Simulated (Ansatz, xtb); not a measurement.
## Ranking isomers of C5H7FGe

4 gas-phase structures of C5H7FGe, from a drawn sample of its isomers (lower ones may exist). Each was relaxed with GFN2-xTB:

A. `[F][GeH2][C]1=CCC=C1`, a singlet
B. `C[C]1=CC(F)=[CH][GeH2]1`, a singlet
C. `F[C]1=CC=C[CH2][GeH2]1`, a singlet
D. `FC1=C[CH2][GeH2][CH]=C1`, a singlet

Which do you expect lowest at r2SCAN-D4/def2-SVP, and how would the others follow?

Calculated order at r2SCAN-D4/def2-SVP: A (0.000), D (0.943), C (1.043), B (1.049) eV. Less than 1 kcal/mol parts C and B, so the order within that pair means little.

Energies above the lowest of each column, in eV; the last columns are at PBE-D3(BJ)/def2-SVP geometries and were run for some of them only (a dash: not run or not comparable):

| structure | GFN2-xTB | HF/STO-3G | r2SCAN-D4/def2-SVP | PBE-D3(BJ)/def2-SVP | CCSD(T)/def2-SVP + ΔMP2/def2-TZVPP |
| --- | --- | --- | --- | --- | --- |
| A | 0.000 | 0.231 | 0.000 | 0.000 | 0.000 |
| D | 1.657 | 0.006 | 0.943 | 0.931 | 1.166 |
| C | 1.636 | 0.000 | 1.043 | 0.999 | 1.292 |
| B | 1.724 | 0.139 | 1.049 | – | – |

CCSD(T)/def2-SVP + ΔMP2/def2-TZVPP puts A lowest of those it was run on; HF/STO-3G picks C. Flexible structures stand in one conformer each, not always the lowest. Frequencies (GFN2-xTB) were run for A, C, D alone. ΔMP2 is the change of the MP2 energy from the smaller to the larger basis.

Over these structures GFN2-xTB departs from r2SCAN-D4/def2-SVP by 0.248 eV on average once a common shift is removed. A GFN2-xTB relaxation took about 0.12 s and the r2SCAN-D4/def2-SVP energy about 2.3 s on a shared host (Ansatz 0.2.0, xtb 6.7.1).
